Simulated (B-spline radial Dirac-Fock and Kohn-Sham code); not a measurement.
In the model described below, a K (1s) vacancy in the Zn²⁵⁺ ion in the configuration [He] 2s2 2p1, lives for 2.7 fs, which corresponds to a natural width of 0.245 eV. Out of 1000 such holes, about 567 decay by emitting a photon and the rest by ordinary Auger emission. The strongest X-ray line is Kα1 (K-L3) at 8898.4 eV, with 66 % of the radiative rate. The strongest electron group is K-L1L1 near 6149 eV, with 64 % of the non-radiative rate.

The computed values come from a B-spline atomic structure program: a relativistic independent-particle model: LDA orbitals of the hole state, radiative multipoles to third order, Auger rates from the Coulomb interaction with a continuum orbital, Dirac-Fock energies.
